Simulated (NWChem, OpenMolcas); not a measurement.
**How basis sets differ on CH4F2OSi (SMILES C[Si](O)(F)F)**

CH4F2OSi: 9 atoms, total charge 0, spin state singlet. SMILES: `C[Si](O)(F)F`. The shape is that of a PBE0-D4/def2-TZVP optimisation. This is one conformer, not always the lowest.

```xyz
9

C    -1.1894    0.3389   -0.1622
Si    0.5801   -0.1307   -0.1925
O     1.0834   -0.4799    1.3080
F     0.8274   -1.3740   -1.1519
F     1.4719    1.0327   -0.8079
H    -1.7955   -0.4801    0.2296
H    -1.3421    1.2133    0.4733
H    -1.5401    0.5775   -1.1681
H     1.9927   -0.7439    1.4547
```

Quantity: the dipole moment, in D. The values are calculated.

```
               level          kind     program  value (D)  CPU time
         HF/ANO-L-MB  Hartree–Fock  OpenMolcas       0.92     3.8 s
HF/ANO-RCC-MB (DKH2)  Hartree–Fock  OpenMolcas       1.10     2.5 s
           HF/STO-3G  Hartree–Fock  OpenMolcas       0.32     4.2 s
            HF/3-21G  Hartree–Fock  OpenMolcas       1.07     4.3 s
          HF/cc-pVDZ  Hartree–Fock      NWChem       1.26   2.4 min
```

The values span 0.32 to 1.26 D. Magnitudes only. Sets without polarisation functions give poor dipoles. Times are those of the runs behind each value, whatever else they computed, on shared processors of several kinds: orders of magnitude only.
